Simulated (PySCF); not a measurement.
# Cost of response and excited-state runs on `c1c(C#N)nccn1`, C₅H₃N₃

Cartesian coordinates in Å; atom numbers follow the order of the lines, from 1:
```xyz
11

N     3.4332    0.7027   -0.1731
C     2.3030    0.5240   -0.1293
C     0.9146    0.2344   -0.0589
C     0.4832   -1.0677    0.2266
N    -0.8016   -1.3601    0.2963
C    -1.6659   -0.3791    0.0878
C    -1.2388    0.9161   -0.1936
N     0.0422    1.2208   -0.2665
H     1.1802   -1.8757    0.3996
H    -2.7128   -0.6405    0.1488
H    -1.9319    1.7278   -0.3636
```

PySCF with density fitting, on 1 thread of an Arm Neoverse V2, shared host. Command: `OMP_NUM_THREADS=1 python excited_run.py task.json out`

Task: How long does each of these runs take, and how much memory?
- first hyperpolarisability, CAM-B3LYP/def2-SVPD; wavelengths [1907, 1340] nm; writes grids
- excited states, wB97X-D/def2-SVP; Tamm-Dancoff; spin-orbit couplings; 5 states; 6 triplets; quadratic response for 4 states; writes grids
- excited states, wB97X-D/def2-SVPD; two-photon moments; 6 states; quadratic response for 5 states; 0 triplets

Result: 
```
                      run                level  basis functions  wall time  peak memory (GiB)
first hyperpolarisability  CAM-B3LYP/def2-SVPD              184       25 s               0.67
           excited states     wB97X-D/def2-SVP              127       15 s               0.55
           excited states    wB97X-D/def2-SVPD              184       24 s               0.65
```
Times from a shared host are rough.
